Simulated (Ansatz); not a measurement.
Born–Oppenheimer molecular dynamics of a periodic cell of 17 atoms, Ba16O (host Ba, host structure bcc, interstitial O). It goes on from the last frame of an earlier run, with new velocities.

Method: DFT PBE, scalar-relativistic, plane waves, PAW in Ansatz 0.2.0. Settings: cutoff 420 eV, k mesh 1x1x1, fermi-dirac smearing 0.15 eV, no spin polarisation.

```yaml
ensemble: NVT, Nosé–Hoover chain
time_step: 1 fs
steps_asked: 300
set_temperature: 1260 K
thermostat: time constant 200 fs, chain length 3
seed: 728183
```

First frame:

```xyz
17
Lattice="10.0400 0.0000 0.0000 0.0000 10.0400 0.0000 0.0000 0.0000 10.0400" Properties=species:S:1:pos:R:3
Ba 0.240 -0.357 -0.128
Ba 5.779 -0.260 0.347
Ba 0.261 4.817 0.220
Ba 0.357 -0.195 5.128
Ba 2.503 2.353 2.265
Ba 5.603 4.991 0.224
Ba 5.388 -0.212 4.435
Ba 8.247 2.162 2.952
Ba 0.462 4.322 5.166
Ba 2.408 7.645 2.409
Ba 3.470 2.128 7.573
Ba 5.199 4.861 4.601
Ba 7.998 7.264 2.768
Ba 7.478 2.015 7.771
Ba 2.993 7.318 7.775
Ba 7.577 7.291 7.446
O 0.235 2.956 2.016
```

Problem. What does the run give?

Solution. The run went to its last step.

| Quantity | Value |
| --- | --- |
| steps done | 300 |
| time covered | 300 fs |
| mean temperature over the second half | 1411 K |
| spread of the potential energy over the second half | 19.3 meV per atom |
| mean potential energy of the second half above the start | 23.2 meV per atom |

The conserved energy stayed within 0.028 meV per atom of its start (net change 0.0066 meV per atom), so the integration is sound. The mean temperature of the second half is 12 % above the set value. A run of 0.3 ps of so small a system gives no equilibrium averages. Limits of this set-up: coarse k mesh, a small cell, in which the defect meets its images.

Problem. What happens to the structure?

Solution. Mean squared displacements from the first frame to the last, about the centre of mass: Ba 0.56 Å², O 1.21 Å². Another seed would give other details.

Problem. How do temperature and energy run in time?

Solution. 
```
time (fs)  T (K)  potential energy less start (eV)  conserved less start (meV/atom)
        0   1260                             0.000                             0.00
       25   1006                             0.528                             0.02
       50    942                             0.674                             0.02
       75    869                             0.853                             0.01
      100    865                             0.906                             0.01
      125    850                             1.003                             0.02
      150   1000                             0.787                             0.01
      175   1071                             0.765                             0.01
      200   1163                             0.724                             0.02
      225   1446                             0.315                             0.01
      250   1601                             0.186                             0.01
      275   1734                             0.067                             0.01
      300   1869                            -0.098                             0.01
```

The run took 9.8 min on 2 threads of Intel(R) Xeon(R) Platinum 8488C (Sapphire Rapids), on a shared host, peak memory 0.92 GiB.
